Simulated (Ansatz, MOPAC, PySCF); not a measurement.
System: K2, net charge 0, singlet state. SMILES: [K][K]
Geometry: optimised at B3LYP-D3(BJ)/def2-TZVP (Ansatz, a quantum-chemistry and plane-wave program).

Unscaled harmonic wavenumbers (cm⁻¹) in rising order, each level at the stationary point that it reaches from this structure (no distance between atoms moves by over 0.3 Å); the order of modes can differ between levels, and a negative number is imaginary. B3LYP-D3(BJ)/def2-TZVP (PySCF, at the structure above): 86.

AM1 (MOPAC): 142. Zero-point energy 0.2 against 0.1 kcal/mol.

HF/3-21G (Ansatz): 84. Zero-point energy 0.1 against 0.1 kcal/mol.

HF/LANL2DZ (Ansatz): 85. Zero-point energy 0.1 against 0.1 kcal/mol.
